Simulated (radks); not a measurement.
Values are calculated unless marked as measured or tabulated.
Spherical quantum dot in the effective-mass picture: electrons in a hard-walled sphere of radius 3.98, with a point charge +1 (a donor) at the centre, all in effective atomic units (hartree* = m*/eps^2 hartree, bohr* = eps/m* bohr), one dielectric constant everywhere. Level of theory: non-relativistic Kohn-Sham, LDA (Slater exchange, Perdew-Wang correlation), spin-polarised, spherical densities (a radial shooting solver with Libxc functionals). Levels are named by radial order and angular momentum (1s, 1p, 1d, 2s, ...), and open shells are averaged over m.

N = 19, configuration 1s2 1p6 1d10 2s(up 1, down 0). This is the lowest configuration that the search found. Occupied and some empty levels:

level    occupation  eigenvalue (hartree*)  <r> (bohr*)
1s up             1                 6.0195        2.480
1s down           1                 6.0380        2.549
1p up             3                 6.2209        2.735
1p down           3                 6.2270        2.743
1d up             5                 6.5185        2.846
1d down           5                 6.5226        2.848
2s up             1                 6.7594        1.543
2s down           0                 6.8839        1.567
1f up             0                 6.9170        2.929
1f down           0                 6.9205        2.930
1g up             0                 7.4100        2.997
1g down           0                 7.4133        2.997
2p up             0                 7.5987        2.006
2p down           0                 7.6447        2.036

Energy (hartree*): total 63.3345, kinetic 18.463, external -7.9873, Hartree 60.326, exchange-correlation -7.4681.

Electron density:

r (bohr*)  n(r) (e/bohr*^3)
0.112                0.3835
0.409                0.2117
0.706                0.1200
1.00                0.07428
1.30                0.05669
1.60                0.05842
1.90                0.07431
2.19                0.09889
2.49                 0.1230
2.79                 0.1324
3.08                 0.1139
3.38                0.06836
3.68                0.01981
3.98             0.00002003
